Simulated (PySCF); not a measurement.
BrClH2O2Sn, SMILES [OH][Sn]([OH])([Cl])[Br]. Coordinates come from a PBE-D3(BJ)/def2-SVP optimisation. The structure was generated by enumeration; whether it is a known compound was not checked. The def2 effective core potentials stand for the cores of Sn; spin–orbit coupling is left out. Other conformers were not sampled.

Computed equilibrium geometry at PBE-D3(BJ)/def2-SVP (PySCF confirms it by a frequency run) as a Z-matrix (one conformer of several):
```
Sn
O 1 1.9871
H 2 0.9795 1 108.07
O 1 1.9955 2 106.84 3 42.10
H 4 0.9790 1 109.08 2 -159.76
Cl 1 2.3633 2 112.27 3 -75.85
Br 1 2.4850 2 106.90 3 164.47
```
Charge 0, spin multiplicity 1.
